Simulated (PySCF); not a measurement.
Compound: 1-methylbutylcyclopropane, C8H16.
SMILES with atom numbers: `[CH3:1][CH2:2][CH2:3][C@@H:4]([CH3:5])[CH:6]1[CH2:7][CH2:8]1` (hydrogens: H9, H10, H11 on C1; H12, H13 on C2; H14, H15 on C3; H16 on C4; H17, H18, H19 on C5; H20 on C6; H21, H22 on C7; H23, H24 on C8)

Level of theory: PBE0-D3(BJ)/def2-SVP geometry optimisation, gas phase in PySCF 2.14.0.

What internal coordinates does the optimisation give?

```csv
bond,length (bohr),order
C1–C2,2.873,single
C2–C3,2.877,single
C3–C4,2.892,single
C4–C5,2.883,single
C4–C6,2.862,single
C6–C7,2.834,single
C7–C8,2.835,single
C6–C8,2.835,single
"C1–H9, C1–H10, C1–H11",2.082,single
C2–H12,2.082,single
C2–H13,2.088,single
C3–H14,2.091,single
C3–H15,2.088,single
C4–H16,2.092,single
"C5–H17, C5–H18, C5–H19",2.081,single
C6–H20,2.074,single
C7–H21,2.068,single
C7–H22,2.065,single
C8–H23,2.066,single
C8–H24,2.067,single
```

Bonds in one row agree within 0.02 bohr and their mean is given. Orders are formal, as drawn. A selection of angles:
```csv
angle,degrees
C1–C2–C3,112.9
C2–C3–C4,115.7
C3–C4–C5,110.7
C3–C4–C6,112.3
C5–C4–C6,110.5
C4–C6–C7,120.3
C4–C6–C8,121.7
C7–C6–C8,60.0
C6–C7–C8,60.0
C6–C8–C7,60.0
```

Dihedral angles: C1–C2–C3–C4 -178° (antiperiplanar); C2–C3–C4–C5 174° (antiperiplanar); C3–C4–C6–C7 160° (antiperiplanar); C4–C6–C7–C8 -111° (anticlinal); C4–C6–C8–C7 109° (anticlinal).

The C–C distances run from 1.500 Å (C6–C7, drawn single) to 1.530 Å (C3–C4, drawn single), a spread of 0.030 Å. Of the pairs four or more bonds apart, C8···H12 is among the closest relative to their van der Waals radii: 2.77 Å, 96 % of the sum of Bondi's values. All internal angles of the 3-membered ring C6–C7–C8 are 60.0°.

Point group: C1 (no symmetry element, even within 0.4 Å). No frequency check. One conformer, not necessarily the lowest.
